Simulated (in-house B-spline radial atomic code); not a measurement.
Computed with a B-spline radial atomic code. Model: two electrons, singlet ground state, non-relativistic, full CI in B-splines with partial waves to l = 8 (at full coupling up to 3e-4 hartree above the limit, correlation up to 0.6 % small), density held at that of full coupling by Lieb maximisation.

Along the adiabatic connection the electron repulsion is scaled by a coupling λ while a local potential keeps the density fixed. At λ = 0 the system is the Kohn-Sham one and W equals the exchange energy; the exchange-correlation energy is the area under W between 0 and 1. The kinetic energy rises with λ as the electrons avoid each other, with dT/dλ = −λ dW/dλ.

Command:
```bash
python run_ac.py task.json out
```
Settings (lengths in bohr, energies in hartree):
```
potential              dot
strength               0.147
lmax                   8
second                 0.5
```

Time taken, with all properties: 29 s on 1 thread of Intel(R) Xeon(R) Processor @ 2.30GHz, with other jobs on the host.

**W = mean repulsion less Hartree energy, and W of three functionals.**

Given: confinement charge in harmonic well; well frequency 0.147 hartree; nuclear charge 0.5; external potential omega^2 r^2/2 - Z/r.

Computed: LDA exchange minus exact 50.187 millihartree; PBE exchange minus exact 12.326 millihartree.

```json
{"coupling": "0", "W xc (hartree)": "-0.34253", "W xc minus exchange (millihartree)": "0", "kinetic minus Kohn-Sham (millihartree)": "0", "LDA (PW92) W minus its exchange (millihartree)": "0", "PBE W minus its exchange (millihartree)": "0", "SCAN W minus its exchange (millihartree)": "0"}
{"coupling": "0.02", "W xc (hartree)": "-0.34436", "W xc minus exchange (millihartree)": "-1.835", "kinetic minus Kohn-Sham (millihartree)": "0.02", "LDA (PW92) W minus its exchange (millihartree)": "-9.38", "PBE W minus its exchange (millihartree)": "-2.33", "SCAN W minus its exchange (millihartree)": "-1.84"}
{"coupling": "0.05", "W xc (hartree)": "?", "W xc minus exchange (millihartree)": "?", "kinetic minus Kohn-Sham (millihartree)": "?", "LDA (PW92) W minus its exchange (millihartree)": "?", "PBE W minus its exchange (millihartree)": "?", "SCAN W minus its exchange (millihartree)": "?"}
{"coupling": "0.12", "W xc (hartree)": "-0.35283", "W xc minus exchange (millihartree)": "-10.307", "kinetic minus Kohn-Sham (millihartree)": "0.6", "LDA (PW92) W minus its exchange (millihartree)": "-33.09", "PBE W minus its exchange (millihartree)": "-13.21", "SCAN W minus its exchange (millihartree)": "-10.09"}
{"coupling": "0.25", "W xc (hartree)": "-0.36234", "W xc minus exchange (millihartree)": "-19.812", "kinetic minus Kohn-Sham (millihartree)": "2.34", "LDA (PW92) W minus its exchange (millihartree)": "-51.96", "PBE W minus its exchange (millihartree)": "-25.13", "SCAN W minus its exchange (millihartree)": "-19.22"}
{"coupling": "0.4", "W xc (hartree)": "-0.37161", "W xc minus exchange (millihartree)": "-29.08", "kinetic minus Kohn-Sham (millihartree)": "5.34", "LDA (PW92) W minus its exchange (millihartree)": "-67.58", "PBE W minus its exchange (millihartree)": "-36.5", "SCAN W minus its exchange (millihartree)": "-28.16"}
{"coupling": "0.6", "W xc (hartree)": "-0.38179", "W xc minus exchange (millihartree)": "-39.26", "kinetic minus Kohn-Sham (millihartree)": "10.39", "LDA (PW92) W minus its exchange (millihartree)": "-83.16", "PBE W minus its exchange (millihartree)": "-48.82", "SCAN W minus its exchange (millihartree)": "-38.1"}
{"coupling": "0.8", "W xc (hartree)": "-0.3901", "W xc minus exchange (millihartree)": "-47.57", "kinetic minus Kohn-Sham (millihartree)": "16.18", "LDA (PW92) W minus its exchange (millihartree)": "-95.19", "PBE W minus its exchange (millihartree)": "-58.84", "SCAN W minus its exchange (millihartree)": "-46.37"}
{"coupling": "1", "W xc (hartree)": "-0.397", "W xc minus exchange (millihartree)": "-54.478", "kinetic minus Kohn-Sham (millihartree)": "22.38", "LDA (PW92) W minus its exchange (millihartree)": "-104.93", "PBE W minus its exchange (millihartree)": "-67.22", "SCAN W minus its exchange (millihartree)": "-53.36"}
{"coupling": "1.4", "W xc (hartree)": "-0.40784", "W xc minus exchange (millihartree)": "-65.309", "kinetic minus Kohn-Sham (millihartree)": "35.26", "LDA (PW92) W minus its exchange (millihartree)": "-120.01", "PBE W minus its exchange (millihartree)": "-80.55", "SCAN W minus its exchange (millihartree)": "-64.55"}
{"coupling": "2", "W xc (hartree)": "-0.41931", "W xc minus exchange (millihartree)": "-76.779", "kinetic minus Kohn-Sham (millihartree)": "54.54", "LDA (PW92) W minus its exchange (millihartree)": "-136.08", "PBE W minus its exchange (millihartree)": "-95.13", "SCAN W minus its exchange (millihartree)": "-76.68"}
{"coupling": "3", "W xc (hartree)": "-0.43158", "W xc minus exchange (millihartree)": "-89.055", "kinetic minus Kohn-Sham (millihartree)": "84.72", "LDA (PW92) W minus its exchange (millihartree)": "-153.84", "PBE W minus its exchange (millihartree)": "-111.58", "SCAN W minus its exchange (millihartree)": "-89.83"}
{"coupling": "4.5", "W xc (hartree)": "?", "W xc minus exchange (millihartree)": "?", "kinetic minus Kohn-Sham (millihartree)": "?", "LDA (PW92) W minus its exchange (millihartree)": "?", "PBE W minus its exchange (millihartree)": "?", "SCAN W minus its exchange (millihartree)": "?"}
{"coupling": "7", "W xc (hartree)": "-0.45263", "W xc minus exchange (millihartree)": "-110.11", "kinetic minus Kohn-Sham (millihartree)": "181.86", "LDA (PW92) W minus its exchange (millihartree)": "-187.22", "PBE W minus its exchange (millihartree)": "-143.1", "SCAN W minus its exchange (millihartree)": "-111.28"}
{"coupling": "10", "W xc (hartree)": "-0.45951", "W xc minus exchange (millihartree)": "-116.98", "kinetic minus Kohn-Sham (millihartree)": "239.44", "LDA (PW92) W minus its exchange (millihartree)": "-199.33", "PBE W minus its exchange (millihartree)": "-154.67", "SCAN W minus its exchange (millihartree)": "-117.3"}
```

Task: What belongs in the row 0.05?

Result: W xc (hartree): -0.34702; W xc minus exchange (millihartree): -4.495; kinetic minus Kohn-Sham (millihartree): 0.11; LDA (PW92) W minus its exchange (millihartree): -18.31; PBE W minus its exchange (millihartree): -5.76; SCAN W minus its exchange (millihartree): -4.46.

Task: What belongs in the row 4.5?

Result: W xc (hartree): -0.4425; W xc minus exchange (millihartree): -99.975; kinetic minus Kohn-Sham (millihartree): 124.93; LDA (PW92) W minus its exchange (millihartree): -170.57; PBE W minus its exchange (millihartree): -127.29; SCAN W minus its exchange (millihartree): -101.32.

Task: What is the SCAN exchange minus exact?

Result: 1.6279 millihartree.

**Energy parts, natural occupations and partial-wave weights.**

Computed: total energy 0.2582 hartree; correlation energy -0.032101 hartree; kinetic part of the DFT correlation energy 0.022377 hartree; initial slope twice GL2 -0.092954 hartree; kinetic part over minus potential part 0.41075; Kohn-Sham kinetic 0.28203 hartree; Lieb Oxford ratio E_xc over LDA exchange 1.2815.

| natural | occupation of the shell (electrons) |
| --- | --- |
| s | 1.919 |
| p | ? |
| s | 0.014857 |
| d | 0.0011554 |
| p | 0.00049592 |
| f | 0.00012279 |

Task: What belongs in the row p?

Result: occupation of the shell (electrons): 0.064135.

| wave | weight |
| --- | --- |
| s | 0.96697 |
| p | 0.03233 |
| d | 0.00061231 |
| f | ? |
| g | 1.4867e-05 |

Task: What belongs in the row f?

Result: weight: 6.904e-05.

Task: What is the Hartree energy?

Result: 0.68505 hartree.

Task: What is the exchange energy?

Result: -0.34253 hartree.

Half-way to full coupling W has made 63 % of its drop, against 50 % for a straight line, and second-order (GL2) theory, half the initial slope, overshoots the correlation energy by about 45 %: a marked bend. Over couplings 0 to 1 the errors in E_xc come to about +12 millihartree for LDA, +4.5 millihartree for PBE, +2.5 millihartree for SCAN, so SCAN is nearest. In LDA and PBE the errors of exchange and correlation have opposite signs, so the sum is smaller than the larger of the two.
